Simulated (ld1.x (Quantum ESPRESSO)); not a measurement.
What one change does to a pseudopotential (Co (Z = 27), TM)

- Element: cobalt
- Generator: ld1.x (Quantum ESPRESSO) 7.5
- Type: norm-conserving Troullier–Martins (Kleinman–Bylander form)
- Functional: PBE
- Relativity: scalar-relativistic
- Frozen core: [Ne] 3s2
- Valence charge: 15
- Reference configuration: 3p6 3d7 4s2 4p0
- Partial waves: 4s (bound): rc 2.00 bohr; 3p (bound): rc 0.85 bohr; 3d (bound): rc 1.65 bohr
- Local potential: all-electron potential smoothed inside 1.05 bohr (lloc = -1)
- Core correction: none

All-electron outer shells of the reference configuration (PBE, scalar-relativistic, ld1.x):

```csv
shell,level (eV),outermost node (bohr),outermost maximum (bohr)
2p,-769.94,–,0.17
3s,-102.40,0.31,0.66
3p,-65.64,0.28,0.68
3d,-8.20,–,0.66
4s,-5.47,0.96,2.32
4p,-1.28,1.05,3.25
```

Change: all radii scaled by about 1.15 (s 2.30, p 0.98, d 1.90 bohr); local potential all-electron potential smoothed inside 1.20 bohr (lloc = -1).

Cutoffs: the cutoffs (Ry, on a coarse ladder) from which the occupation-weighted sum of valence levels, in a spherical-Bessel basis at the reference potential, stays within 10 and 1 mRy of its value at 400 Ry; they do not see the model core or the augmentation charge, which bear on the density cutoff. Errors are all-electron minus pseudo energies relative to the spin-unpolarised reference configuration.

How do hardness, ghosts and transferability respond?

The potential gets softer (160 Ry and 260 Ry → 120 Ry and 160 Ry); both files keep a bound ghost (s); of the 7 tests that both files solve, the error grows in 2 and shrinks in 5 by more than 15 % and 0.3 meV (median size 93.0 → 67.8 meV). A larger radius leaves more room for a smooth pseudo-wave, so fewer plane waves are needed.

```csv
quantity,base,changed
"cutoff, loose",160 Ry,120 Ry
"cutoff, tight",260 Ry,160 Ry
loose cutoff by channel (10 mRy a level),"s 6 Ry, p 80 Ry, d 90 Ry","s 12 Ry, p 70 Ry, d 70 Ry"
bound ghosts,s,s
"error for 3p6 3d7 4s1 4p0, meV [ΔE 9.03 eV]",-2.3,-1.3
"error for 3p6 3d7 4s0 4p0, meV [ΔE 25.82 eV]",-13,-8.7
"error for 3p6 3d6 4s0 4p0, meV [ΔE 61.69 eV]",+93,+71
"error for 3p6 3d6 4s2 4p1, meV [ΔE 9.66 eV]",+142,+68
"error for 3p6 3d5 4s0 4p0, meV [ΔE 117.04 eV]",+435,+627
"error for 3p5 3d7 4s2 4p0, meV [ΔE 73.52 eV]",-299,-534
"error for 3p6 3d7 4s1 4p1, meV [ΔE 4.35 eV]",+66,-5.8
```

 A true bound ghost makes a file unfit for plane-wave use even where its test errors are small: the radial tests pick states by their node count and pass the ghost by.
